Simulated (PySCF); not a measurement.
Match the calculated data to a structure.

All candidates are C5H8SSi.

* 1H NMR: chemical shifts (computed TMS as zero) by class: 7.38 (1 H), 6.23 (1 H), 5.47 (1 H), 5.41 (1 H), 5.06 (2 H), 2.88 (2 H) ppm [GIAO PBE0/pcSseg-1]
* Rotational structure: rotational constants A, B, C: 2.640, 1.862, 1.198 GHz [GFN2-xTB]
* UV, first state: lowest singlet excitation: 5.13 eV (242 nm, f = 0.041) [TDDFT wB97X-D/def2-SVPD]
* Triplet: lowest triplet excitation (Tamm–Dancoff): 4.04 eV [TDA wB97X-D/def2-SVPD]
* UV, strongest line: among the 8 lowest singlet transitions: S3 at 5.90 eV (210 nm, f = 0.137) [TDDFT wB97X-D/def2-SVPD]
* NMR, other nuclei: isotropic shieldings of nuclei other than C and H, by class: 398 (1 Si), 602 (1 S) ppm [GIAO PBE0/pcSseg-1]
* 13C NMR: chemical shifts (computed TMS as zero) by class: 159.1 (1 C), 151.1 (1 C), 127.8 (1 C), 119.5 (1 C), 45.0 (1 C) ppm [GIAO PBE0/pcSseg-1]

Electronic properties: PySCF, gas phase, density fitting. Levels stand in brackets. The structure is a single GFN2-xTB conformer in the gas phase; no vibrational or solvent corrections. Each NMR value is the plain mean over a class of atoms that symmetry, rotation or inversion makes alike.

Question: Which candidate is it?
A. `C1=C(C2CC2)S[SiH2]1`
B. `C#C[SiH2]SC1CC1`
C. `C#C[SiH2]/C=C/SC`
D. `C=C1CC=C[SiH2]S1`

Answer: D. It is `C=C1CC=C[SiH2]S1`. Numbering: `[CH2:1]=[C:2]1[CH2:3][CH:4]=[CH:5][SiH2:6][S:7]1`. Its formula, C5H8SSi, gives 3 degrees of unsaturation: 1 ring and 2 π bonds in the structure found. 5 carbons fall into 5 classes; from least to most shielded: alkene CH carbon [C4] (159.1 ppm), fully substituted alkene carbon [C2] (151.1 ppm), alkene CH carbon [C5] (127.8 ppm), terminal =CH2 carbon [C1] (119.5 ppm), allylic carbon [C3] (45.0 ppm). Hydrogen classes from least to most shielded: 1 H on an alkene CH carbon, C4 (7.38 ppm), 1 H on an alkene CH carbon, C5 (6.23 ppm), 1 H on a terminal =CH2 carbon, C1 (5.47 ppm), 1 H on a terminal =CH2 carbon, C1 (5.41 ppm), 2 H on an SiH2 silicon, Si6 (5.06 ppm), 2 H on an allylic carbon, C3 (2.88 ppm, a mean of values up to 0.6 ppm apart in this geometry). The other shieldings belong to: 398 ppm, SiH2 silicon [Si6]; 602 ppm, sulfur bonded to C and Si [S7]. The optimised geometry has point group C1 and is an asymmetric top.

The others, at the same levels:
- `C#C[SiH2]/C=C/SC` fails: its computed 13C shifts are 155.0 (1 C), 114.3 (1 C), 104.1 (1 C), 87.1 (1 C), 17.2 (1 C) ppm, 1H shifts are 6.87 (1 H), 5.31 (1 H), 4.68 (2 H), 2.23 (3 H), 1.95 (1 H) ppm and rotational constant A is 3.923 GHz (against 2.640 GHz).
- `C#C[SiH2]SC1CC1` fails: it has 4 carbon classes against 5; its computed 13C shifts are 105.0 (1 C), 85.8 (1 C), 15.0 (1 C), 11.1 (2 C) ppm, 1H shifts are 4.93 (2 H), 2.13 (1 H), 2.07 (1 H), 0.92 (2 H), 0.56 (2 H) ppm and rotational constant A is 2.858 GHz (against 2.640 GHz).
- `C1=C(C2CC2)S[SiH2]1` fails: it has 4 carbon classes against 5; its computed 13C shifts are 187.9 (1 C), 101.5 (1 C), 21.3 (1 C), 16.6 (2 C) ppm, 1H shifts are 5.26 (2 H), 4.44 (1 H), 1.45 (1 H), 1.05 (2 H), 0.80 (2 H) ppm and rotational constant A is 4.207 GHz (against 2.640 GHz).

Each candidate is one conformer, not necessarily the lowest. Dipoles, sizes and rotational constants follow the conformer. The torsions of the flexible species, by atom-mapped SMILES:
- `[CH:1]#[C:2][SiH2:3]/[CH:4]=[CH:5]/[S:6][CH3:7]`: C2–Si3–C4–C5 107°, C4–C5–S6–C7 0°
- `[CH:1]#[C:2][SiH2:3][S:4][CH:5]1[CH2:6][CH2:7]1`: C2–Si3–S4–C5 56°, Si3–S4–C5–C6 79°
- `[CH:1]1=[C:2]([CH:3]2[CH2:4][CH2:5]2)[S:6][SiH2:7]1`: C1–C2–C3–C4 -35°
